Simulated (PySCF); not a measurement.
**Working with the constants of KO**

UHF-CCSD(T) constants of KO, ²Σ⁺ (doublet), unpaired electrons σ ↑ (basis K def2-TZVPP, O def2-TZVPP; no relativity; PySCF 2.14; masses 38.9637 and 15.9949 u):

| Property | Result |
| --- | --- |
| ωe | 421.3 cm⁻¹ |
| ωexe | 2.28 cm⁻¹ |
| Be | 0.30163 cm⁻¹ |
| αe | 0.00240 cm⁻¹ |
| D (centrifugal) | 6.18e-07 cm⁻¹ |
| De to K + O | 2.43 eV |

(1) Give the vibrational terms G(v) and spacings up to v = 6.

(2) How well does the Morse estimate ωe²/(4ωexe) reproduce De, and what is D0?

Correlated steps freeze 6 core orbitals. The state was picked by a PBE0 search and need not be the measured ground state.

Answers

(1) G(v) = ωe(v+½) − ωexe(v+½)².

```tsv
v	G(v) (cm⁻¹)	G(v) − G(v−1)	Bv (cm⁻¹)
0	210.1		0.3004
1	626.8	416.7	0.2980
2	1039.0	412.2	0.2956
3	1446.6	407.6	0.2932
4	1849.7	403.1	0.2908
5	2248.2	398.5	0.2884
6	2642.1	393.9	0.2860
```

(2) It gives 2.41 eV, 99 % of the computed De. D0 = De − G(0) = 2.43 − 0.03 = 2.40 eV.
